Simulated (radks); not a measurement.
The numbers below are computed, except where a source is named.
Spherical quantum dot in the effective-mass picture: electrons in a parabolic well V = omega^2 r^2 / 2 with omega = 1.5, with a point charge +2 (a donor) at the centre, all in effective atomic units (hartree* = m*/eps^2 hartree, bohr* = eps/m* bohr), one dielectric constant everywhere. Level of theory: non-relativistic Kohn-Sham, LDA (Slater exchange, Perdew-Wang correlation), spin-polarised, spherical densities (a radial shooting solver with Libxc functionals). Levels are named by radial order and angular momentum (1s, 1p, 1d, 2s, ...), and open shells are averaged over m. Results are scaled to m* = 0.28 and eps = 5.5, for which hartree* = 251.9 meV and bohr* = 1.039 nm.

N = 18, configuration 1s2 1p6 1d(up 5, down 3) 2s2. This is the lowest configuration that the search found. Occupied and some empty levels:

| level | occupation | eigenvalue (meV) | <r> (nm) |
|---|---|---|---|
| 1s up | 1 | 2708.2 | 0.8799 |
| 1s down | 1 | 2712.9 | 0.8724 |
| 1p up | 3 | 3084.5 | 1.558 |
| 1p down | 3 | 3094.5 | 1.555 |
| 2s up | 1 | 3204.6 | 1.611 |
| 2s down | 1 | 3212.9 | 1.616 |
| 1d up | 5 | 3338.3 | 1.853 |
| 1d down | 3 | 3348.9 | 1.855 |
| 1f up | 0 | 3598.0 | 2.066 |
| 1f down | 0 | 3608.1 | 2.069 |
| 2p up | 0 | 3611.4 | 1.823 |
| 2p down | 0 | 3618.3 | 1.826 |
| 1g up | 0 | 3870.8 | 2.243 |
| 1g down | 0 | 3880.0 | 2.247 |

Energy (meV): total 34587.4, kinetic 7475.6, external 6408.0, Hartree 23350, exchange-correlation -2646.6.
